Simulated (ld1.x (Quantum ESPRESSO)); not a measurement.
# Ti (Z = 22): one change to a TM potential, before and after

```
Element                 : Ti
Generator               : ld1.x (Quantum ESPRESSO) 7.5
Type                    : norm-conserving Troullier–Martins (Kleinman–Bylander form)
Functional              : PBE
Relativity              : scalar-relativistic
Frozen core             : [Ne]
Valence charge          : 12
Reference configuration : 3s2 3p6 3d2 4s2 4p0
Partial waves           : 3s (bound): rc 0.95 bohr; 3p (bound): rc 1.10 bohr; 3d (bound): rc 2.50 bohr
Local potential         : the d channel
Core correction         : none
```

Occupied shells without a wave of their own: 4s. They enter only through the test configuration that unscreens the potential.

Change: wave 3p (bound): rc 1.10 bohr becomes 3p (bound): rc 1.34 bohr.

Cutoffs: the cutoffs (Ry, on a coarse ladder) from which the occupation-weighted sum of valence levels, in a spherical-Bessel basis at the reference potential, stays within 10 and 1 mRy of its value at 400 Ry; they do not see the model core or the augmentation charge, which bear on the density cutoff. Errors are all-electron minus pseudo energies relative to the spin-unpolarised reference configuration.

What does the change do?

The potential gets softer (140 Ry and 230 Ry → 120 Ry and 230 Ry); the errors of the 7 common tests hardly move; neither file shows a bound ghost. A larger radius leaves more room for a smooth pseudo-wave, so fewer plane waves are needed.

| quantity | base | changed |
| --- | --- | --- |
| cutoff, loose | 140 Ry | 120 Ry |
| cutoff, tight | 230 Ry | 230 Ry |
| bound ghosts | none | none |
| largest miss of a reference level, eV | 0.14 | 0.14 |
| error for 3s2 3p6 3d2 4s1 4p0, meV [ΔE 7.35 eV] | +142 | +142 |
| error for 3s2 3p6 3d2 4s0 4p0, meV [ΔE 20.92 eV] | +129 | +128 |
| error for 3s2 3p6 3d1 4s0 4p0, meV [ΔE 47.87 eV] | -167 | -167 |
| error for 3s2 3p5 3d2 4s2 4p0, meV [ΔE 45.56 eV] | +279 | +274 |
| error for 3s2 3p6 3d2.5 4s1.5 4p0, meV [ΔE 0.35 eV] | +110 | +109 |
| error for 3s2 3p6 3d3 4s1 4p0, meV [ΔE 1.11 eV] | +254 | +253 |
| error for 3s2 3p6 3d2 4s0 4p2, meV [ΔE 6.29 eV] | -423 | -420 |
| s: phases at 2.69 bohr within 0.05 rad from the reference energy up to (Ry; the scan ends near 5) | -0.9 | -0.9 |
| p: phases at 2.69 bohr within 0.05 rad from the reference energy up to (Ry; the scan ends near 5) | -0.6 | -0.6 |
| d: phases at 2.69 bohr within 0.05 rad from the reference energy up to (Ry; the scan ends near 5) | 0.5 | 0.5 |

Base: The 4s level has no wave, so the channel is fitted at the deeper level alone: the likely source of the large errors. Changed file: The 4s level has no wave, so the channel is fitted at the deeper level alone: the likely source of the large errors.
